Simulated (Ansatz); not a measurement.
Total energies of the cluster CdCl₃⁻ from Ansatz at PBE-D4/def2-TZVPD, gas phase (1 Eh = 27.2114 eV = 2625.5 kJ/mol). The reference geometry is relaxed at PBE0-D4/def2-SVPD.

| atom | x (Å) | y (Å) | z (Å) |
| --- | --- | --- | --- |
| Cd1 | 0.001 | 0.000 | 0.000 |
| Cl2 | -1.964 | 1.413 | -0.099 |
| Cl3 | 0.078 | -1.856 | 1.553 |
| Cl4 | 1.885 | 0.443 | -1.454 |

```
            state                      geometry  energy (Eh)
charge -1 singlet                     reference  -1548.10035
 charge 0 doublet                     reference  -1547.90355
charge -1 triplet  relaxed at PBE0-D4/def2-SVPD  -1547.98510
charge -1 quintet  relaxed at PBE0-D4/def2-SVPD  -1547.78480
```

In the def2 sets Cd takes a core potential; there is no spin–orbit coupling.

Q: Work out the vertical ionisation energy to the doublet.

A: E(charge 0 doublet) − E(charge -1 singlet) = -1547.90355 − (-1548.10035) = 0.19680 Eh = 5.36 eV. For comparison, −ε of the highest occupied level is 2.80 eV at this level, 2.56 eV less.

Q: Which of the charge -1 states is lowest, and how far above it are the others?

A: The singlet. triplet: -1547.98510 − (-1548.10035) = 0.11525 Eh = 302.6 kJ/mol; quintet: -1547.78480 − (-1548.10035) = 0.31555 Eh = 828.5 kJ/mol. The quintet has fallen apart, so its energy is that of loose fragments and no spin gap. The quintet differs in its bonds from the reference.

At PBE-D4/def2-TZVPD the gap within one spin of the charge 0 doublet nearly closes, so an electron or hole may be smeared out by delocalisation error. At PBE-D4/def2-TZVPD the gap within one spin of the charge -1 quintet nearly closes, so an electron or hole may be smeared out by delocalisation error. At PBE-D4/def2-TZVPD the highest occupied level of the charge -1 quintet lies above zero (up to 1.95 eV). It is a level of α spin, whose loss leaves a quartet; that state wasn't run at this geometry and level. The electron is either unbound and held by the finite basis, or the level is raised by self-interaction error. 

The structure comes from a short search, and lower isomers may exist.
